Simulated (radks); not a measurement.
Values are calculated unless marked as measured or tabulated.
Question: These are the eigenvalues of the occupied orbitals of an atom or ion with whole-number occupations (eV). Level of theory: scalar-relativistic Kohn-Sham, r2SCAN, spin-polarised, spherical densities, finite nucleus; meta-GGA in the generalised Kohn-Sham scheme; Fermi nuclear charge, rms radius of each element as measured or else 0.836 A^(1/3) + 0.57 fm (a radial shooting solver on a logarithmic mesh with Libxc functionals).

1s up: -45203.53
1s down: -45203.50
2s up: -7470.493
2s down: -7470.475
2p up: -6680.153
2p down: -6680.132
3s up: -1735.754
3s down: -1735.723
3p up: -1486.325
3p down: -1486.291
3d up: -1144.375
3d down: -1144.341
4s up: -441.4693
4s down: -441.3834
4p up: -357.6057
4p down: -357.5155
4d up: -238.4963
4d down: -238.3835
5s up: -129.2795
5s down: -129.1140
5p up: -104.1671
5p down: -103.9768
6s up: -54.8443

Which element is it, and in what charge state? The configuration may be excited. Open shells, if any, are filled with parallel spins first.

Answer: Z = 61, promethium, charge +6: Pm6+ in [Xe] 6s1. The list shows which subshells hold electrons but not how many an open one holds; the 1s level, -1661.2 hartree, gives Z - s = 57.6 by -(Z - s)^2/2, which with screening and relativity narrows Z to a few neighbours, and the depths of the outer levels then fix element, charge and occupations together.
